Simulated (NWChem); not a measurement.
System: GeH$_{2}$ cation, doublet; SMILES of the neutral closed-shell parent [GeH2]

```xyz
3

Ge     0.0000     0.0000     0.0464
H      1.3603     0.0000    -0.7430
H     -1.3603     0.0000    -0.7430
```
Atoms are numbered in this order, from 1.

Program: NWChem. Spin-unrestricted. Medium grid unless said otherwise, to which SCAN and Minnesota functionals are sensitive. In the optimisation the excess spin sits in a1 (C2v, its own frame). Structure relaxed at the B3LYP/6-31G* (spherical d), spin-unrestricted level. The spin multiplicity was typed, not searched, and may not be the lowest. No stability test was run on the SCF state. Total energies of different functionals are on different scales.

```json
[
 {"level": "B3LYP/def2-SVP", "energy (Ha)": "-2077.5983", "highest occupied level (eV)": "-14.35", "lowest empty minus highest occupied level, either spin (eV)": "2.97", "<S²>": "0.752"},
 {"level": "PBE/def2-SVP", "energy (Ha)": "-2077.2289", "highest occupied level (eV)": "-13.44", "lowest empty minus highest occupied level, either spin (eV)": "1.48", "<S²>": "0.751"},
 {"level": "M06-2X/def2-SVP", "energy (Ha)": "-2077.5558", "highest occupied level (eV)": "-15.58", "lowest empty minus highest occupied level, either spin (eV)": "5.28", "<S²>": "0.753"},
 {"level": "B97-2/def2-SVP", "energy (Ha)": "-2078.0920", "highest occupied level (eV)": "-14.25", "lowest empty minus highest occupied level, either spin (eV)": "2.85", "<S²>": "0.752"},
 {"level": "LDA (Slater exchange, VWN5)/def2-SVP", "energy (Ha)": "-2074.3647", "highest occupied level (eV)": "-13.41", "lowest empty minus highest occupied level, either spin (eV)": "1.15", "<S²>": "0.751"},
 {"level": "CAM-B3LYP/def2-SVP", "energy (Ha)": "-2077.6653", "highest occupied level (eV)": "-15.88", "lowest empty minus highest occupied level, either spin (eV)": "5.92", "<S²>": "0.753"},
 {"level": "LRC-wPBEh/def2-SVP", "energy (Ha)": "-2077.2867", "highest occupied level (eV)": "-16.47", "lowest empty minus highest occupied level, either spin (eV)": "7.37", "<S²>": "0.753"},
 {"level": "B97-D/def2-SVP", "energy (Ha)": "-2078.5922", "highest occupied level (eV)": "-13.40", "lowest empty minus highest occupied level, either spin (eV)": "1.06", "<S²>": "0.751"},
 {"level": "KT2/def2-SVP", "energy (Ha)": "-2086.0929", "highest occupied level (eV)": "-13.52", "lowest empty minus highest occupied level, either spin (eV)": "1.66", "<S²>": "0.751"},
 {"level": "BHandHLYP/def2-SVP", "energy (Ha)": "-2077.5328", "highest occupied level (eV)": "-15.60", "lowest empty minus highest occupied level, either spin (eV)": "5.57", "<S²>": "0.755"},
 {"level": "SCAN/def2-SVP", "energy (Ha)": "-2077.7266", "highest occupied level (eV)": "-13.88", "lowest empty minus highest occupied level, either spin (eV)": "2.34", "<S²>": "0.753"}
]
```
